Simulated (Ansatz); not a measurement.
ClIn (SMILES [Cl][In]), singlet, geometry from GFN2-xTB (such geometries of metal compounds can be far from the true shape) (core potentials on In); Ansatz (a program for electronic structure) with SVWN5/def2-SVP.

Input for Ansatz:
Ansatz 0.2 input:
```yaml
crystal:
  periodic: [false, false, false]
  atoms:
    - {symbol: In, position_ang: [-0.00000000, -0.00000000, -0.61493004]}
    - {symbol: Cl, position_ang: [0.00000000, 0.00000000, 1.77244540]}
basis:
  gaussian:
    orbitals: def2-SVP
hamiltonian:
  xc: {name: SVWN5}
```

What does Ansatz print? Leave out banner, timings and long lists.


```
Functional definition: SVWN5
511 factors; their error is unknown
mean field evaluation 1: about -17644.7433 eV, gradient 1.8e1 eV
mean field evaluation 2: about -17632.0985 eV, gradient 6.6e1 eV
mean field evaluation 4: about -17645.7125 eV, gradient 2.1e0 eV
mean field evaluation 8: about -17645.7135 eV, gradient 1.8e-2 eV
mean field -17645.71351429 eV, -648.4680109560 hartree, gradient 5.4e-5 eV, S^2 0.000000; 0 other end points of the search recorded, 0 dependent functions left out
reference -17645.71354281 eV, -648.4680120042 hartree; 19, 19 occupied and 25, 25 virtual orbitals, 511 factors
Total energy: -17645.71354281 eV, -648.4680120042 hartree
```
